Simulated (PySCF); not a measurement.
## Working out the ionisation energy of Br

Br [Ar] 3d10 4s2 4p5 (2P) → Br⁺ [Ar] 3d10 4s2 4p4 (3P). Computed with PySCF 2.14 in jorge-DZP-DKH, with the spin-free X2C one-electron Hamiltonian (Gaussian nucleus). Frozen: [Ar] 3d10. Energies in hartree (1 hartree = 27.21139 eV):

```csv
part,Br (lower),Br⁺ (upper)
UHF,-2604.271534,-2603.876404
CCSD correlation,-0.046349,-0.038962
(T),-0.000330,-0.000264
```

What does Hartree-Fock give?

(-2603.876404) − (-2604.271534) = 0.395130 hartree = 10.752 eV.

What do CCSD and CCSD(T) give?

The CCSD correlation energies differ by 0.007387 hartree = 0.201 eV and the triples by 0.000066 hartree = 0.002 eV, so CCSD gives 10.953 eV and CCSD(T) 10.955 eV.

Measured between the centres of the two terms (NIST): 11.844 eV, so CCSD(T) (valence) is off by -0.889 eV.

A double-zeta basis recovers only part of the correlation energy.

What remains against the reference includes basis incompleteness, the frozen core and higher excitations.
